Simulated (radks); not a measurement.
Task: These are the eigenvalues of the occupied orbitals of an atom or ion with whole-number occupations (hartree). Method: Dirac Kohn-Sham, exchange-only PBE, spin-unpolarised, spherical densities, finite nucleus; Fermi nuclear charge, rms radius of each element as measured or else 0.836 A^(1/3) + 0.57 fm; computed with a radial shooting solver on a logarithmic mesh with Libxc functionals.

| orbital | eigenvalue |
|---|---|
| 1s1/2 | -1287.224 |
| 2s1/2 | -289.9705 |
| 2p1/2 | -281.8240 |
| 2p3/2 | -270.8774 |

Which element is it, and in what charge state? The configuration may be excited. Open shells, if any, fill j = l - 1/2 first.

Result: Z = 52, tellurium, charge +44: Te44+ in [He] 2s2 2p4. The list shows which subshells hold electrons but not how many an open one holds; the 1s level, -1287.2 hartree, gives Z - s = 50.7 by -(Z - s)^2/2, which with screening and relativity narrows Z to a few neighbours, and the depths of the outer levels then fix element, charge and occupations together.
